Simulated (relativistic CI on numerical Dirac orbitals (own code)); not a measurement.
## Energy levels of Er28+

These numbers are calculated, not measured: Dirac-Coulomb-Breit CI, orbitals from a KLI potential per configuration, a model potential for QED, unscaled Slater integrals (own radial code, finite nucleus).

Configurations in the expansion (outside the closed core [Ar] 3d10): 4s2 4p6 4d4, 4s2 4p5 4d5, 4s2 4p6 4d3 4f, 4s 4p6 4d5, 4s2 4p5 4d4 4f, 4s 4p6 4d4 4f, 4s2 4p6 4d3 5s, 4s2 4p6 4d2 4f 5s, 4s2 4p6 4d3 5p, 4s2 4p6 4d3 5d, 4s2 4p5 4d4 5s, 4s2 4p6 4d3 5f, 4s2 4p6 4d2 5s 5p, 4p6 4d5 4f, 4s 4p6 4d3 4f 5s, 4s2 4p6 4d3 6s, 4s2 4p6 4d3 6p, 4s2 4p6 4d3 6f, 4s2 4p6 4d3 7p, 4p6 4d6, 4p5 4d7, 4p5 4d6 4f, 4s2 4p6 4d2 5s2, 4s2 4p6 4d 4f 5s2, 4s2 4p5 4d2 4f 5s2, 4s 4p6 4d2 4f 5s2. Double excitations out of closed p, d and f shells are left out; levels of such configurations are missing from the list, as are those of other unlisted configurations, and high levels can miss mixing partners. These lack a partner that the ground configuration has and come out too high: 4s2 4p5 4d4 5s.

The lowest level is 4s2 4p6 4d4 3P_0, with 52 % of that term; Hund's rules for 4s2 4p6 4d4 give 5D with J = 0, of which the calculation keeps J, while another term leads.

| No. | Configuration | Term | J | E (cm⁻¹) | % | Landé g | jj configuration (%) |
| --- | --- | --- | --- | --- | --- | --- | --- |
| 1 | 4s2 4p6 4d4 | 3P | 0 | 0 | 52 |  | 4d3/2^4 (93) |
| 2 | 4s2 4p6 4d4 | 5D | 1 | 60954 | 69 | 1.497 | 4d3/2^3 4d5/2 (94) |
| 3 | 4s2 4p6 4d4 | 5D | 2 | 92164 | 66 | 1.354 | 4d3/2^3 4d5/2 (69) |
| 4 | 4s2 4p6 4d4 | 3F | 4 | 97654 | 29 | 1.115 | 4d3/2^3 4d5/2 (93) |
| 5 | 4s2 4p6 4d4 | 5D | 3 | 104910 | 43 | 1.254 | 4d3/2^3 4d5/2 (74) |
| 6 | 4s2 4p6 4d4 | 5D | 0 | 153139 | 57 |  | 4d3/2^2 4d5/2^2 (91) |
| 7 | 4s2 4p6 4d4 | 5D | 4 | 158276 | 42 | 1.158 | 4d3/2^2 4d5/2^2 (90) |
| 8 | 4s2 4p6 4d4 | 3F | 2 | 165147 | 33 | 1.070 | 4d3/2^2 4d5/2^2 (74) |
| 9 | 4s2 4p6 4d4 | 3G | 3 | 165463 | 48 | 1.062 | 4d3/2^2 4d5/2^2 (75) |
| 10 | 4s2 4p6 4d4 | 3H | 5 | 177330 | 69 | 1.080 | 4d3/2^2 4d5/2^2 (98) |
| 11 | 4s2 4p6 4d4 | 3H | 6 | 186376 | 54 | 1.088 | 4d3/2^2 4d5/2^2 (97) |
| 12 | 4s2 4p6 4d4 | 3P | 1 | 187754 | 52 | 1.183 | 4d3/2^2 4d5/2^2 (88) |
| 13 | 4s2 4p6 4d4 | 3G | 4 | 200290 | 60 | 1.030 | 4d3/2^2 4d5/2^2 (94) |
| 14 | 4s2 4p6 4d4 | 3F | 3 | 203159 | 42 | 1.132 | 4d3/2^2 4d5/2^2 (88) |
| 15 | 4s2 4p6 4d4 | 3D | 2 | 205466 | 38 | 1.110 | 4d3/2^2 4d5/2^2 (91) |
| 16 | 4s2 4p6 4d4 | 3F | 4 | 239087 | 45 | 1.227 | 4d3/2 4d5/2^3 (52) |
| 17 | 4s2 4p6 4d4 | 3F | 2 | 244388 | 39 | 1.028 | 4d3/2^2 4d5/2^2 (83) |
| 18 | 4s2 4p6 4d4 | 3F | 3 | 258680 | 47 | 1.139 | 4d3/2 4d5/2^3 (90) |
| 19 | 4s2 4p6 4d4 | 3F | 4 | 269018 | 40 | 1.102 | 4d3/2^2 4d5/2^2 (59) |
| 20 | 4s2 4p6 4d4 | 3G | 5 | 271465 | 69 | 1.147 | 4d3/2 4d5/2^3 (98) |
| 21 | 4s2 4p6 4d4 | 3D | 1 | 273960 | 63 | 0.854 | 4d3/2 4d5/2^3 (91) |
| 22 | 4s2 4p6 4d4 | 1I | 6 | 274837 | 54 | 1.073 | 4d3/2 4d5/2^3 (97) |
| 23 | 4s2 4p6 4d4 | 3P | 2 | 281519 | 55 | 1.299 | 4d3/2^2 4d5/2^2 (70) |
| 24 | 4s2 4p6 4d4 | 1S | 0 | 297829 | 50 |  | 4d3/2 4d5/2^3 (78) |
| 25 | 4s2 4p6 4d4 | 3F | 2 | 303821 | 59 | 0.985 | 4d3/2 4d5/2^3 (70) |
| 26 | 4s2 4p6 4d4 | 1F | 3 | 304895 | 43 | 1.083 | 4d3/2 4d5/2^3 (93) |
| 27 | 4s2 4p6 4d4 | 3F | 3 | 345593 | 69 | 1.064 | 4d3/2 4d5/2^3 (98) |
| 28 | 4s2 4p6 4d4 | 3P | 1 | 347754 | 93 | 1.456 | 4d3/2 4d5/2^3 (95) |
| 29 | 4s2 4p6 4d4 | 1S | 0 | 348551 | 50 |  | 4d3/2^2 4d5/2^2 (62) |
| 30 | 4s2 4p6 4d4 | 1G | 4 | 352203 | 77 | 1.032 | 4d3/2 4d5/2^3 (83) |

Energies count from the lowest computed level. Filled j subshells are mostly left out of the jj labels.

The mean weight of the leading LS term, summed over parents, in these 30 levels is 54 %, and that of the leading jj configuration (from the same eigenvectors) 84 %, so jj coupling describes them better and the LS labels are nominal.

At this charge energies of transitions that change n are usually good to better than 1 %, and those within a shell (Δn = 0) to a few per cent. Terms inside the open d or f shell come out 10 to 20 % too wide with unscaled integrals.

LS names give the leading component of a level, which can be under half, so a name can repeat, a term be missing and a line seem to break the LS rules.
